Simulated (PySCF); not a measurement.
## Which determinant of GeBr lies lowest?

Unrestricted PBE0; basis Ge def2-TZVPP, Br def2-TZVPP; no relativity; PySCF 2.14. Outer shells of the fragments: Ge 3d10 4s2 4p2; Br 3d10 4s2 4p5.

Followed along the bond (rough minima from three points):

```csv
2Ms+1,unpaired,⟨S²⟩ at the start,R at minimum (Å),Te (eV)
2,π ↑,0.75,2.33,0.00
4,"σ ↑, π ↑↑",3.75,2.36,3.16
```

Solutions found at the starting distance of 2.275 Å, counted from the lowest of them; the search is not exhaustive and high or unbound solutions are not listed, so other states can lie among these:

```json
{"2Ms+1": "2", "unpaired": "π ↑", "term": "²Π", "E (eV)": "0.00", "⟨S²⟩": "0.75", "⟨Lz²⟩": "1.01", "μ (D)": "-1.26"}
{"2Ms+1": "2", "unpaired": "σ ↑", "term": "²Σ⁺", "E (eV)": "3.07", "⟨S²⟩": "0.75", "⟨Lz²⟩": "0.00", "μ (D)": "-1.32"}
{"2Ms+1": "4", "unpaired": "σ ↑, π ↑↑", "term": "⁴Σ⁻", "E (eV)": "3.17", "⟨S²⟩": "3.75", "⟨Lz²⟩": "0.00", "μ (D)": "-0.27"}
{"2Ms+1": "2", "unpaired": "σ ↑, π ↑↓", "term": "mixed", "E (eV)": "3.95", "⟨S²⟩": "1.76", "⟨Lz²⟩": "2.02", "μ (D)": "0.22"}
{"2Ms+1": "2", "unpaired": "σ ↓, π ↑↑", "term": "mixed", "E (eV)": "4.04", "⟨S²⟩": "1.77", "⟨Lz²⟩": "0.00", "μ (D)": "0.53"}
{"2Ms+1": "4", "unpaired": "π ↑↑↑", "term": "⁴Π", "E (eV)": "4.41", "⟨S²⟩": "3.76", "⟨Lz²⟩": "1.01", "μ (D)": "3.27"}
{"2Ms+1": "4", "unpaired": "σ ↑↑, π ↑", "term": "⁴Π", "E (eV)": "5.95", "⟨S²⟩": "3.76", "⟨Lz²⟩": "1.01", "μ (D)": "-0.14"}
{"2Ms+1": "4", "unpaired": "σ ↑, π ↑↑", "term": "mixed", "E (eV)": "6.85", "⟨S²⟩": "3.76", "⟨Lz²⟩": "2.01", "μ (D)": "2.72"}
{"2Ms+1": "4", "unpaired": "σ ↑, π ↑↑", "term": "mixed", "E (eV)": "7.06", "⟨S²⟩": "3.76", "⟨Lz²⟩": "2.02", "μ (D)": "2.69"}
```

A term symbol is given only where ⟨S²⟩ and ⟨Lz²⟩ are close to those of a pure state; real π, δ and φ orbitals otherwise mix terms. A positive dipole means Ge(−)Br(+).

Spin–orbit coupling is left out. Counting both spins, an empty level lies below a filled one in some of these solutions, because spin and occupation are held.
